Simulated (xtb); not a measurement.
Harmonic IR lines of one isomer of C8H8B2S, unscaled. Level of theory: xtb with GFN2-xTB.

wavenumber (cm⁻¹): 782 (w), 812 (m), 821 (s), 891 (vw), 1071 (w), 1178 (w), 1195 (w), 1213 (m), 1254 (m), 1294 (vw), 1445 (w), 1488 (m), 1533 (w), 1555 (w), 2646 (vs), 2681 (m), 2688 (m), 3087 (w), 3096 (w)

Task: Name which structure gives these lines.
A) `Bc1cc2cccc(B)c2s1`
B) `Bc1cc2c(B)cccc2s1`
C) `Bc1ccc(B)c2sccc12`
D) `Bc1cc(B)c2sccc2c1`

Result: B, `Bc1cc2c(B)cccc2s1`
